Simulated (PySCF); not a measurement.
## A run with a changed setting

The sound run of Bi2O2F2 (singlet) uses PySCF 2.14.0, RKS TPSS, Bi def2-SVP with ECP60, O def2-SVP, F def2-SVP; non-relativistic Hamiltonian with scalar-relativistic core potentials where named; density fitting; no spin-orbit coupling, grid (50, 194), threshold 1e-8 and 55 cycles at the relaxed geometry:
```xyz
6

Bi    0.0000   -0.5386    1.6038
Bi    0.0000   -0.5386   -1.6038
O     1.3923   -0.5809    0.0000
O    -1.3923   -0.5809    0.0000
F     0.0000    1.4819    1.9631
F     0.0000    1.4819   -1.9631
```
This run, with dm0 from free metal ions and neutral atoms, differs:

```python
mol = gto.M(atom='''
Bi    -0.00000    -0.53857     1.60378
Bi     0.00000    -0.53857    -1.60378
O      0.52436    -0.55452     0.99980
O     -1.39234    -0.58093     0.00000
F     -0.00000     1.48190     1.96312
F      0.00000     1.48190    -1.96312''',
    basis={'Bi': 'def2-SVP', 'O': 'def2-SVP', 'F': 'def2-SVP'},
    ecp={'Bi': 'def2-SVP'},
    charge=0, spin=0)
mf = dft.RKS(mol, xc='TPSS')
mf.grids.atom_grid = (50, 194)
mf = mf.density_fit()  # fitting sets: Bi def2-universal-JKFIT, O def2-universal-JKFIT, F def2-universal-JKFIT
mf.conv_tol = 1e-08; mf.max_cycle = 64
mf.kernel(dm0)
mf.nuc_grad_method().kernel()
```

**Question.** What was changed, and how did it end?

**Answer.** One atom was put far too close to the first. It converged in 15 cycles, 241.335 eV from the sound run, largest force component 873.91 eV/Å. The cycle limit differs too. These settings are unsound on purpose: the numbers aren't the compound's.
```
init E= -790.60178483586
cycle= 1 E= -768.690055163655  delta_E= 21.9  |g|= 2.78  |ddm|= 7.18
cycle= 2 E= -765.417290600337  delta_E= 3.27  |g|= 4.16  |ddm|= 17.3
cycle= 3 E= -769.833585336117  delta_E= -4.42  |g|= 1.17  |ddm|= 13.7
cycle= 4 E= -768.956569805897  delta_E= 0.877  |g|= 1.97  |ddm|= 8.71
cycle= 5 E= -770.178427769004  delta_E= -1.22  |g|= 0.502  |ddm|= 6.23
...
cycle= 13 E= -770.238696311619  delta_E= -6.8e-08  |g|= 0.000298  |ddm|= 0.00317
cycle= 14 E= -770.238696349026  delta_E= -3.74e-08  |g|= 5e-05  |ddm|= 0.0018
cycle= 15 E= -770.238696350037  delta_E= -1.01e-09  |g|= 8.35e-06  |ddm|= 0.000233
Extra cycle  E= -770.238696349995  delta_E= 4.18e-11  |g|= 1.56e-05  |ddm|= 7.88e-05
converged SCF energy = -770.238696349995
```

Run from Python with OMP_NUM_THREADS=2; the lines above give its settings.
It took 6.1 s on 2 threads of AMD EPYC 9R45 96-Core Processor (Zen 5), on a shared host.

No frequency check is given that shows the relaxed geometry to be a minimum.
